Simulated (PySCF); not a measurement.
Computed properties of C₃H₈Si₂, SMILES C=C1C[SiH2][SiH2]1

C3H8Si2, SMILES C=C1C[SiH2][SiH2]1. Geometry optimised at TPSSh-D3(BJ)/def2-SVP. This is a generated structure with no PubChem entry under its InChIKey; it may be hypothetical. The values are those of a single conformer. All values are computed for the isolated molecule unless a solvent is named; none is compared with measurement here.

**Structure.** All 33 harmonic modes at TPSSh-D3(BJ)/def2-SVP (PySCF) are real, so it is a minimum. With heavy atoms numbered as in [CH2:1]=[C:2]1[CH2:3][SiH2:4][SiH2:5]1, the shortest bond between them is C1–C2 at 1.342 Å and the longest Si4–Si5 at 2.342 Å.

**Vibrations.** The strongest infrared lines (harmonic, unscaled, degenerate partners summed) lie at 2254 cm⁻¹ (165 km/mol, H 96 %), 2238 cm⁻¹ (137 km/mol, H 98 %), 943 cm⁻¹ (111 km/mol, H 91 %). The softest mode is at 90 cm⁻¹ and the zero-point energy is 58.5 kcal/mol.

**Electronic structure.** B3LYP/def2-TZVP (PySCF) places the frontier levels at -7.03 and -0.87 eV, a gap of 6.16 eV, and gives a dipole moment of 0.34 D and a mean polarisability of 93.1 bohr³. PBE/def2-TZVP (PySCF) at the same geometry gives -6.20 and -1.63 eV, so its gap is 1.59 eV narrower. An orbital gap is neither the optical nor the fundamental gap.

**Excitations.** TDA-CAM-B3LYP/def2-SVPD (PySCF) has S1 at 5.87 eV (211 nm, f = 0.032, weak); the most intense of the 10 singlets computed lies at 6.87 eV (f = 0.18). T1 (TDA) is at 3.92 eV, 1.95 eV under S1. TDA-PBE/def2-SVPD (PySCF) puts S1 at 5.08 eV. No vertical singlet excitation falls in the visible range (under 3.1 eV).

**NMR.** GIAO shifts at PBE0/pcSseg-1 (PySCF) (non-relativistic, atoms alike by connectivity averaged): ¹³C from 32.3 to 157.0 ppm against TMS; ¹H from 2.7 to 6.1 ppm against TMS; ²⁹Si from -68.9 to -52.0 ppm against TMS.

**Solvation.** SMD-PBE0/def2-SVP (PySCF) gives 2.7 kcal/mol in water, 0.0 kcal/mol in dimethylsulfoxide, -1.9 kcal/mol in diethylether (1 M in both phases, gas-phase geometry); of these solvents diethylether holds the molecule best.
